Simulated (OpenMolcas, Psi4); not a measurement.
**C2H5AlO (SMILES [CH3][Al]1[CH2][O]1): methods side by side**

The species is C2H5AlO (9 atoms), meant as a singlet with charge 0. SMILES: `[CH3][Al]1[CH2][O]1`. The coordinates come from a PBE0-D4/def2-TZVP relaxation.

```xyz
9

C    -0.6709    1.3202   -1.0815
Al    0.0513   -0.0767    0.0442
C     0.6787   -1.2802    1.3493
O     0.7893   -1.6095   -0.0979
H     0.0397    1.5750   -1.8721
H    -0.9002    2.2260   -0.5175
H    -1.5912    0.9768   -1.5621
H     0.0385   -1.9805    1.8877
H     1.6532   -1.1974    1.8328
```

Quantity: the energy change with the C1–H6 bond stretched from 1.091 to 1.637 Å, in eV. The values are calculated.

| level | kind | program | value (eV) | less CCSD(T)/6-31G* | CPU time (all runs) |
| --- | --- | --- | --- | --- | --- |
| HF/6-31G* (spherical functions) (unrestricted) | Hartree–Fock | OpenMolcas | 2.29 | +0.35 | 14 s |
| SVWN5/6-31G* (spherical functions) (restricted) | LDA | Psi4 | 1.93 | -0.01 | 47 s |
| revPBE/6-31G* (spherical functions) (restricted) | GGA | OpenMolcas | 1.90 | -0.04 | 66 s |
| M06-L/6-31G* (spherical functions) (restricted) | meta-GGA | OpenMolcas | 2.08 | +0.14 | 86 s |
| PBE0/6-31G* (spherical functions) (restricted) | global hybrid | OpenMolcas | 2.08 | +0.14 | 59 s |
| B2PLYP/6-31G* (spherical functions) (restricted) | double hybrid | OpenMolcas | 2.07 | +0.13 | 45 s |
| MP2/6-31G* (spherical functions) (restricted) | perturbation theory | OpenMolcas | 2.13 | +0.19 | 11 s |
| CCSD(T)/6-31G* (spherical functions) (restricted) | coupled cluster or CI | Psi4 | 1.94 | 0.00 | 51 s |

CCSD(T)/6-31G* (spherical functions) (restricted) is the highest level here, not the true value. The first shape isn't each level's own minimum. The values span 1.90 to 2.29 eV. Times are those of the runs behind each value, whatever else they computed, on shared processors of several kinds: orders of magnitude only.
